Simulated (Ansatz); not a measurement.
Reaction (ligand exchange at the Sn–Br bond): `[F][Sn]([F])([F])[Br]` + HI → `[F][Sn]([F])([F])[I]` + HBr

Gas-phase electronic energies from Ansatz, PBE0-D4/def2-TZVP geometries. CBS: MP2 limit from def2 TZ/QZ plus the TZ coupled-cluster correction, frozen cores. Functionals use def2-TZVPP. B3LYP here is the variant with VWN-RPA as its local correlation; programs differ in this. HSE06 is defined as in plane-wave codes. def2 core potentials past Kr. For Br, I, Sn outer-core shells are correlated without core-valence functions, which leaves a few kJ/mol of doubt a bond. Scalar relativity is left out up to krypton.

```tsv
level	ΔE (kJ/mol)	difference from CCSD(T)/CBS
LDA (SPW92)	-16.4	0.1
revPBE-D4	-15.0	1.5
BLYP-D4	-15.3	1.2
r2SCAN-D4	-14.0	2.5
B97M-V	-8.9	7.6
PBE0-D4	-15.1	1.4
B3LYP-D4	-15.0	1.5
r2SCANh-D4	-14.1	2.4
r2SCAN0-D4	-14.1	2.4
HSE06-D4	-15.2	1.3
BHLYP-D4	-14.6	1.9
CAM-B3LYP-D4	-12.9	3.6
ωB97X-V	-12.0	4.5
ωB97M-V	-12.4	4.1
B2PLYP	-13.4	3.1
revPBE	-14.4	2.1
BLYP	-13.7	2.8
r2SCAN	-13.8	2.7
PBE0	-14.2	2.3
B3LYP	-13.4	3.1
r2SCANh	-13.8	2.7
r2SCAN0	-13.8	2.7
HSE06	-14.2	2.3
BHLYP	-11.8	4.7
CAM-B3LYP	-11.8	4.7
LC-ωPBE	-12.0	4.5
RPA@PBE/def2-TZVPP	-9.5	7.0
HF/def2-SVP	-12.8	3.7
MP2/def2-SVP	-13.6	2.9
CCSD/def2-SVP	-12.6	3.9
CCSD(T)/def2-SVP	-13.0	3.5
HF/def2-TZVPP	-7.6	8.9
MP2/def2-TZVPP	-15.3	1.2
SCS-MP2/def2-TZVPP	-12.7	3.8
CCSD(T)/def2-TZVPP	-10.6	5.9
HF/def2-QZVPP	-8.2	8.3
MP2/def2-QZVPP	-18.9	-2.4
SCS-MP2/def2-QZVPP	-16.1	0.4
HF/CBS(def2)	-8.3	8.2
CCSD/CBS(def2)	-15.8	0.7
CCSD(T)/CBS	-16.5	0
```

Largest T1 diagnostic among the species: 0.013.

At CCSD(T), def2-SVP lies +3.5 kJ/mol from the extrapolated value and def2-TZVPP +5.9 kJ/mol. Leaving LDA and LC-ωPBE aside and taking each functional with its dispersion term where it has one, the values, not all of them listed here, spread over 7.1 kJ/mol, from PBE-D4 to B97M-V.
